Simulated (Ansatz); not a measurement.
Born–Oppenheimer molecular dynamics of CH₆ClSn (9 atoms, charge 0, multiplicity 2). It starts at the highest image of a converged band. Of that band: A vibrational analysis at the climbing image gives one clearly imaginary mode, 350i cm⁻¹, and a faint second one (27i cm⁻¹) that may be numerical noise or a soft torsion: probably a first-order saddle point.

The calculation used UKS r2SCAN-D4/def2-SVP (Ansatz 0.2.0).

* ensemble: NVE (velocity Verlet)
* time step: 0.5 fs
* steps asked: 200
* starting velocities drawn for: 300 K
* seed: 8774

Frames 5 fs apart, positions in Å, forces in eV/Å.

Velocities at 20.0 fs (Å/ps):

```
Sn 0.04 -0.38 0.70
Cl -0.56 3.25 -5.66
H -3.43 10.63 7.67
H 2.91 -15.79 10.85
H 10.76 0.58 12.66
C -2.88 -5.07 7.36
H 4.51 19.72 9.81
H 22.28 -22.93 -16.04
H 12.63 -1.65 3.63
```

```xyz
9
Properties=species:S:1:pos:R:3:forces:R:3 time_fs=20.0 energy_less_start_eV=-0.012 T=314
Sn 0.005 -0.010 0.039 0.23 -0.10 0.69
Cl -0.026 0.068 2.631 0.22 -0.11 -1.23
H 1.575 0.185 -0.608 0.12 0.00 0.09
H -0.971 1.272 -0.409 -0.36 0.51 -0.18
H -0.674 -1.460 -0.521 -0.09 -0.29 0.02
C 0.033 -0.083 4.863 -0.46 0.00 0.34
H -0.756 -0.838 4.912 0.03 0.18 0.20
H 1.035 -0.398 5.099 0.54 -0.26 -0.01
H -0.192 0.955 5.095 -0.23 0.07 0.08
9
Properties=species:S:1:pos:R:3:forces:R:3 time_fs=25.0 energy_less_start_eV=-0.105 T=417
Sn 0.005 -0.012 0.043 0.00 0.13 0.88
Cl -0.028 0.084 2.598 0.13 -0.12 -1.52
H 1.578 0.238 -0.562 0.15 -0.02 0.04
H -1.012 1.268 -0.383 -0.20 0.24 -0.16
H -0.634 -1.501 -0.460 -0.05 -0.21 0.00
C 0.032 -0.105 4.905 0.72 -0.20 0.64
H -0.808 -0.798 4.987 0.11 0.01 0.09
H 1.074 -0.497 5.001 -0.88 0.29 -0.01
H -0.147 0.952 5.123 0.04 -0.11 0.05
9
Properties=species:S:1:pos:R:3:forces:R:3 time_fs=30.0 energy_less_start_eV=-0.189 T=509
Sn 0.005 -0.013 0.050 -0.60 0.47 0.60
Cl -0.029 0.099 2.555 0.06 -0.10 -1.61
H 1.610 0.286 -0.503 -0.14 -0.07 0.06
H -1.092 1.311 -0.390 0.47 -0.62 0.05
H -0.603 -1.582 -0.397 0.16 0.37 0.08
C 0.037 -0.128 4.960 -0.95 0.01 0.69
H -0.844 -0.769 5.080 0.22 0.03 -0.03
H 1.010 -0.571 4.897 0.61 -0.20 0.11
H -0.096 0.931 5.165 0.17 0.12 0.05
9
Properties=species:S:1:pos:R:3:forces:R:3 time_fs=35.0 energy_less_start_eV=-0.345 T=682
Sn 0.005 -0.014 0.057 -0.09 0.20 0.71
Cl -0.030 0.114 2.501 0.01 -0.04 -1.30
H 1.615 0.317 -0.432 -0.09 -0.07 -0.01
H -1.081 1.234 -0.394 0.05 -0.12 -0.12
H -0.541 -1.594 -0.321 0.05 0.10 -0.05
C 0.033 -0.150 5.027 0.71 -0.30 0.51
H -0.864 -0.751 5.175 -0.02 -0.04 -0.02
H 1.006 -0.655 4.833 -0.70 0.41 0.29
H -0.008 0.925 5.218 0.08 -0.13 -0.01
9
Properties=species:S:1:pos:R:3:forces:R:3 time_fs=40.0 energy_less_start_eV=-0.418 T=762
Sn 0.004 -0.015 0.066 0.49 -0.15 0.57
Cl -0.031 0.128 2.439 -0.04 0.04 -0.45
H 1.605 0.332 -0.365 0.18 0.00 -0.14
H -1.068 1.138 -0.431 -0.57 0.58 -0.37
H -0.468 -1.590 -0.258 -0.11 -0.41 -0.19
C 0.036 -0.175 5.106 -0.54 -0.01 0.64
H -0.889 -0.748 5.265 0.21 0.29 -0.03
H 0.926 -0.695 4.811 0.55 -0.37 -0.07
H 0.096 0.899 5.272 -0.17 0.02 0.05
9
Properties=species:S:1:pos:R:3:forces:R:3 time_fs=45.0 energy_less_start_eV=-0.464 T=813
Sn 0.004 -0.015 0.075 -0.23 0.02 -0.99
Cl -0.032 0.142 2.374 -0.11 0.16 0.75
H 1.625 0.346 -0.329 -0.04 0.01 -0.15
H -1.151 1.138 -0.538 0.32 -0.33 0.10
H -0.414 -1.656 -0.236 0.02 0.19 -0.10
C 0.038 -0.202 5.195 0.93 -0.41 -0.07
H -0.912 -0.704 5.356 -0.13 0.04 0.03
H 0.906 -0.776 4.804 -0.60 0.30 0.36
H 0.166 0.872 5.337 -0.16 0.02 0.06
9
Properties=species:S:1:pos:R:3:forces:R:3 time_fs=50.0 energy_less_start_eV=-0.380 T=720
Sn 0.004 -0.016 0.083 -0.10 -0.23 -2.52
Cl -0.034 0.158 2.313 -0.18 0.28 2.15
H 1.637 0.363 -0.327 -0.23 -0.01 -0.11
H -1.177 1.080 -0.628 0.45 -0.40 0.28
H -0.359 -1.686 -0.239 0.04 0.38 -0.04
C 0.051 -0.231 5.285 -0.94 0.20 0.43
H -0.955 -0.657 5.453 0.47 0.18 -0.06
H 0.819 -0.838 4.843 0.45 -0.32 -0.16
H 0.201 0.844 5.414 0.04 -0.08 0.01
9
Properties=species:S:1:pos:R:3:forces:R:3 time_fs=55.0 energy_less_start_eV=-0.262 T=590
Sn 0.004 -0.018 0.086 0.75 -0.65 -3.10
Cl -0.037 0.175 2.268 -0.23 0.41 3.36
H 1.604 0.380 -0.351 0.05 0.07 -0.11
H -1.121 0.949 -0.666 -0.50 0.50 -0.19
H -0.298 -1.646 -0.254 -0.08 -0.31 -0.08
C 0.057 -0.259 5.381 0.40 -0.28 -0.28
H -0.960 -0.592 5.547 -0.26 -0.25 0.06
H 0.783 -0.929 4.880 -0.37 0.44 0.36
H 0.247 0.807 5.495 0.24 0.07 -0.02
9
Properties=species:S:1:pos:R:3:forces:R:3 time_fs=60.0 energy_less_start_eV=-0.221 T=545
Sn 0.004 -0.020 0.082 0.39 -0.60 -3.91
Cl -0.042 0.196 2.245 -0.24 0.48 3.81
H 1.578 0.413 -0.401 0.12 0.10 -0.06
H -1.155 0.909 -0.732 -0.22 0.24 0.07
H -0.253 -1.660 -0.285 -0.06 -0.20 0.02
C 0.063 -0.287 5.475 -1.01 0.37 0.27
H -0.995 -0.576 5.651 0.64 0.15 -0.05
H 0.715 -0.974 4.963 0.36 -0.31 -0.17
H 0.340 0.770 5.572 0.02 -0.22 0.02
9
Properties=species:S:1:pos:R:3:forces:R:3 time_fs=65.0 energy_less_start_eV=-0.260 T=588
Sn 0.006 -0.024 0.071 -0.13 -0.47 -4.14
Cl -0.048 0.219 2.247 -0.20 0.43 3.30
H 1.574 0.466 -0.464 -0.17 -0.01 0.09
H -1.235 0.922 -0.778 0.48 -0.34 0.55
H -0.223 -1.712 -0.310 0.02 0.39 0.17
C 0.061 -0.311 5.570 0.89 -0.47 -0.59
H -0.972 -0.549 5.760 -0.50 -0.03 0.17
H 0.692 -1.048 5.038 -0.33 0.30 0.33
H 0.443 0.702 5.655 -0.07 0.19 0.13
9
Properties=species:S:1:pos:R:3:forces:R:3 time_fs=70.0 energy_less_start_eV=-0.439 T=786
Sn 0.008 -0.028 0.051 0.26 -0.32 -2.51
Cl -0.055 0.245 2.272 -0.11 0.29 2.17
H 1.538 0.519 -0.508 -0.06 -0.02 0.10
H -1.226 0.875 -0.712 -0.08 0.06 0.13
H -0.190 -1.693 -0.299 -0.01 0.00 0.09
C 0.068 -0.338 5.658 -0.76 0.32 0.24
H -1.007 -0.522 5.893 0.81 0.24 -0.12
H 0.635 -1.105 5.153 0.20 -0.36 -0.17
H 0.524 0.655 5.765 -0.25 -0.20 0.06
9
Properties=species:S:1:pos:R:3:forces:R:3 time_fs=75.0 energy_less_start_eV=-0.534 T=891
Sn 0.010 -0.034 0.027 0.45 -0.11 -0.61
Cl -0.064 0.274 2.311 -0.01 0.10 0.91
H 1.493 0.569 -0.530 0.22 0.04 0.00
H -1.241 0.845 -0.616 -0.63 0.41 -0.27
H -0.159 -1.677 -0.267 -0.03 -0.45 -0.03
C 0.070 -0.364 5.746 0.68 -0.50 -0.39
H -0.962 -0.456 6.025 -0.65 -0.15 0.15
H 0.597 -1.202 5.254 -0.26 0.42 0.24
H 0.564 0.588 5.890 0.22 0.22 0.00
```

Of the whole run (100 fs, mean temperature of the second half 700 K): The conserved energy stayed within 0.18 meV per atom of its start (net change 0.082 meV per atom), so the integration is sound. The system heated up, since it started high on the potential surface and ran downhill. A run of 0.1 ps of so small a system gives no equilibrium averages.

Time of the run: 8.2 min on 4 threads of Arm Neoverse V1, on a shared host, peak memory 0.21 GiB.
